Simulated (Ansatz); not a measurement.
Coupled-cluster diagnostics for [TcNF4]2- (TcNF4²⁻), Ansatz.

Geometry of the singlet (r2SCAN-D4/def2-SVPD):

```xyz
6

Tc   -0.070   -0.151    0.005
N    -0.749   -1.621    0.051
F     1.928   -0.346    0.246
F    -0.009    0.601    1.880
F    -1.519    1.231   -0.274
F     0.418    0.284   -1.908
```

In the def2 sets Tc takes a core potential; there is no spin–orbit coupling. Correlated methods freeze 5 core orbitals; core or outer-core shells of Tc are correlated, in sets that lack core-valence functions. A multiply charged anion in the gas phase is held together partly by the finite basis.

Task: Estimate the CCSD(T) correlation energy, the shares of MP2 and (T), T1 and the reference's ⟨S²⟩ for: charge -2, singlet, own geometry in def2-SVPD; and the rough time on 4 threads of Arm Neoverse V2 on a shared host.

Result: 
```json
{"state": "charge -2, singlet, own geometry", "basis": "def2-SVPD", "correlation (eV)": "-40.023", "MP2 share (%)": "100.7", "(T) share (%)": "3.9", "T1": "0.022", "⟨S²⟩ (pure)": "0.00 (0.00)", "wall time": "63 s", "remarks": "restricted SCF unstable"}
```
Customary marks for T1 are 0.02 (closed shells), 0.045 (open shells) and about 0.05 (3d metals). T1 exceeds 0.02 in 1 of 1 rows and 0.045 in 0; the higher it lies, the less the single-reference result can be trusted.
